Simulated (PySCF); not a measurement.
Peak assignment

Atom-mapped SMILES (the numbers label the heavy atoms): `[CH2:1]=[C:2]([CH3:3])[P@H:4](=[S:5])[CH:6]1[CH2:7][CH2:8]1`. Hydrogens are named by the atom that carries them. Ha(C1) is cis to C3; Ha(C7), Ha(C8) are cis to P4 on the ring; Hb(C1) is trans to C3; Hb(C7), Hb(C8) are trans to P4 on the ring.

One averaged value for each set of equivalent atoms, no solvent model, a single conformation, non-relativistic Hamiltonian. GIAO PBE0/pcSseg-1 shieldings; geometry: PBE0-D3(BJ)/def2-SVP; PySCF.

References, each an isolated molecule treated in the same way: ¹³C, ¹H against TMS.

Q: Assign these signals to the numbered atoms. ¹³C{¹H} NMR (computed): δ 145.2 (C), 141.3 (CH2), 20.7 (CH3), 6.9 (CH), 4.1 (CH2), 0.0 (CH2).

A: 
145.2 → C2, fully substituted alkene carbon: an sp2 carbon of a C=C bond
141.3 → C1, terminal =CH2 carbon: the olefinic region
20.7 → C3, allylic methyl carbon: aliphatic region, no heteroatom directly attached
6.9 → C6, three-membered-ring carbon: carbons of three-membered rings are unusually shielded
4.1 → C8, three-membered-ring carbon
0.0 → C7, three-membered-ring carbon

Q: Assign these signals to the numbered atoms. ¹H NMR (400 MHz, computed): δ 7.05 (m, 1H), 6.66 (m, 1H), 6.26 (m, 1H), 2.02 (m, 3H), 1.21 (m, 1H), 0.82 (m, 1H), 0.75 (m, 1H), 0.71 (m, 1H), 0.41 (m, 1H).

A: 
| δ (ppm) | atoms | environment | reason |
| --- | --- | --- | --- |
| 7.05 | H(P4) | hydrogen on a phosphorus bonded to 2 C, S | – |
| 6.66 | Hb(C1) | hydrogen on a terminal =CH2 carbon | a vinylic proton, deshielded by the sp2 carbon and the C=C anisotropy |
| 6.26 | Ha(C1) | hydrogen on a terminal =CH2 carbon | – |
| 2.02 | H(C3) | hydrogen on an allylic methyl carbon | allylic position |
| 1.21 | Ha(C8) | hydrogen on a three-membered-ring carbon | cyclopropane-type protons are shielded by the ring |
| 0.82 | Ha(C7) | hydrogen on a three-membered-ring carbon | – |
| 0.75 | H(C6) | hydrogen on a three-membered-ring carbon | – |
| 0.71 | Hb(C8) | hydrogen on a three-membered-ring carbon | – |
| 0.41 | Hb(C7) | hydrogen on a three-membered-ring carbon | – |

Ha(C7) and H(C6); H(C6) and Hb(C8) lie closer than the usual error of such a calculation, so a measured spectrum could show them in the other order.

Splittings by ³¹P in the carbon and heteronuclear signals aren't shown, as no couplings were computed. Shifts are as computed. Against solution values, carbons near 30 ppm lie about +2 ppm off and those near 130 ppm about +5 ppm (rms about the fit 1.9 ppm; single classes can miss by 10 ppm). Of 1328 compounds with measured shifts, 309 miss one by over three times the rms of a fit or turn the order of signals round; such compounds aren't used in these exercises. Signals without a measured value on file couldn't be tested in this way; 1H shifts scatter by 0.2 ppm about their fit, and single ones miss by 0.5 ppm. Multiplicities follow the n + 1 count of equivalent neighbours, as no J values were calculated; m marks all less simple cases, F and P coupling included.
